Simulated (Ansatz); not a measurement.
Consider the formal exchange of groups at a B–Si bond: `CB[Si]1(N)C=N1` + `BF` → `CBBF` + `N[SiH]1C=N1`.

Program: Ansatz. Geometries: PBE0-D4/def2-TZVP. ΔE: electronic, gas phase. CBS: MP2 limit from def2 TZ/QZ plus the TZ coupled-cluster correction, frozen cores. This one scheme is used for every species. Functionals use def2-TZVPP. Each species was taken in one conformer, which may not be the lowest.

Is it downhill or uphill in electronic energy at CCSD(T)/CBS, and by how much? (Best estimate.)

Ansatz gave: Uphill: ΔE = +19.0 kJ/mol.

What do these levels give: ωB97M-V, B2PLYP, PBE, PBE0, HF/def2-TZVPP, SCS-MP2/def2-QZVPP? (Estimate.)

The calculation gave: ωB97M-V 15.2, B2PLYP 18.7, PBE 27.4, PBE0 18.7, HF/def2-TZVPP -0.1, SCS-MP2/def2-QZVPP 16.2 kJ/mol.

Largest T1 diagnostic among the species: 0.018.

The D4 term adds +6.6 kJ/mol with B3LYP and +3.9 kJ/mol with PBE0; it sums over pairs of atoms, weighted by their polarisabilities, and B3LYP, whose exchange is more repulsive, gets the larger term. From PBE to PBE0 (25 % exact exchange), in def2-TZVPP and without D4, ΔE moves by −8.8 kJ/mol. In def2-TZVPP, CCSD(T) changes the Hartree–Fock value by +21.5 kJ/mol (the triples alone add +5.7 kJ/mol) and MP2 by +21.9 kJ/mol.

B3LYP here is the variant with VWN-RPA as its local correlation; programs differ in this.
